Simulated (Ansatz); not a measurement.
**Relative stability**

The two ends of one reaction step of GaH5O3, closed shell (PBE0-D4/def2-TZVP).

A:

```csv
atom,x (Å),y (Å),z (Å)
Ga1,-1.0695,-0.3139,0.2018
O2,0.4832,-1.2749,0.4928
H3,-1.7545,-0.6499,-1.1633
H4,-1.7070,0.2916,1.4925
H5,1.4352,-0.0250,0.0086
O6,1.5774,0.9110,-0.3291
O7,0.2162,1.2597,-0.5782
H8,0.6449,-1.4630,1.4192
H9,0.1742,1.2644,-1.5442
```

B:

Ga1  (-1.110, -0.500, -0.186)
O2  (0.800, -0.965, 0.593)
H3  (-1.566, -1.652, -1.132)
H4  (-1.774, -0.018, 1.151)
H5  (1.154, -0.064, 0.384)
O6  (-0.236, 0.826, -1.184)
O7  (0.694, 1.465, -0.275)
H8  (0.803, -1.048, 1.551)
H9  (1.235, 1.955, -0.903)
(Å)

Computed with Ansatz 0.2.0 (basis: def2-TZVPP); correlated methods freeze the cores. Filled d shells of the heavier atoms are correlated. The def2 sets are not built for correlating such inner shells, so the correlated values are less sure here. B3LYP uses VWN-RPA correlation.

(1) Which structure is lower at CCSD(T), and by how much? (Judge from chemistry; the value comes from the calculation.)

(2) Do the other methods give the same order? (Judge from chemistry; the calculation decides.)

No T1 diagnostic of these runs exceeds 0.014.

## Answers

(1) The calculation gives: A, by 0.023 eV (electronic energy, against the other); a gap this small isn't resolved in one triple-zeta basis. By their contacts, A is GaH₅O₃ ([OH][OH][GaH2][OH]) and B is GaH₅O₃ ([OH][O][GaH2][OH2]).

(2) Computed: Not all: B97M-V gives the other order.

```csv
method,E(B) − E(A) (eV)
SPW92,0.050
PBE-D4,0.036
BLYP-D4,0.018
r2SCAN-D4,0.017
B97M-V,-0.004
PBE0-D4,0.044
B3LYP-D4,0.025
r2SCAN0-D4,0.028
BHLYP-D4,0.025
CAM-B3LYP-D4,0.026
wB97X-V,0.027
wB97M-V,0.022
B2PLYP,0.021
PBE-QIDH,0.038
RPA on PBE,0.021
HF,0.015
MP2,0.032
CCSD,0.024
CCSD(T),0.023
```

Labels in which every atom is bracketed show which atoms are joined, not bond orders.

For scale, one of the runs: CCSD(T)/def2-TZVPP, 211 basis functions, launched by `ansatz run in.yaml --threads 4 --pin off --events-out ev --progress --plain --max-ram 9574MiB`. Time: 120 s of wall clock on 4 CPU threads of an Arm Neoverse V1; the host was shared. Peak host memory: 3.2 GiB.
